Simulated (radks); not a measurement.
Values are calculated unless marked as measured or tabulated.
Ionisation of Ti, [Ar] 3d2 4s2, to Ti+, [Ar] 3d2 4s1, under several functionals. Scalar-relativistic Kohn-Sham, spin-polarised, spherical densities, finite nucleus; open shells are filled with parallel spins first; a radial shooting solver on a logarithmic mesh with Libxc functionals.

functional                               E(Ti) (hartree)  Exc (hartree)  IE (eV)  -e(HOMO) (eV)  <r> HOMO (bohr)  IE error (eV)
HCTH/407                                      -854.05429      -42.48693    7.374          4.132            3.701         +0.546
r2SCAN                                        -853.77453      -42.13572    6.426          4.243            3.711         -0.402
LDA (Slater exchange, VWN5 correlation)       -851.75676      -40.08185    6.929          4.298            3.578         +0.101
exchange-only LDA                             -849.98195      -38.26074    5.616          3.303            3.740         -1.212
PW91                                          -853.85084      -42.22651    6.739          4.201            3.606         -0.089
PBEsol                                        -852.62523      -40.96918    6.654          4.170            3.606         -0.174
Wu-Cohen GGA                                  -853.23086      -41.59243    6.560          4.148            3.601         -0.268
AM05                                          -851.90006      -40.22901    6.614          4.105            3.630         -0.215

NIST Atomic Spectra Database: 6.828 eV (measured). Closest: PW91. The Delta-SCF values span 1.76 eV, the total energies 4.07 hartree. The highest occupied level is 4s. Open shells are spherical and high-spin; term and fine-structure splittings are not resolved.
